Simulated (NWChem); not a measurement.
## Correlation energy of HSi (+1)

```
Si
H 1 1.5419
```
Charge +1, spin multiplicity 1.

Program: NWChem. The geometry was optimised at PBE/def2-SVP, a minimum by its harmonic frequencies.

Basis set: def2-SVP. Each correlation energy counts from its own Hartree-Fock reference.

The correlated methods keep 5 core orbitals frozen. The structure started from a generated list of species. No row is a measurement; the coupled-cluster row has its own basis-set and correlation limits.

Problem. One of these methods gave a correlation energy of -58.2 mHa. Which?
(A) MP2
(B) SCS-MP2
(C) CR-CCSD[T]

Solution. A, MP2. The others give -67.1 (SCS-MP2), -82.8 (CR-CCSD[T]).
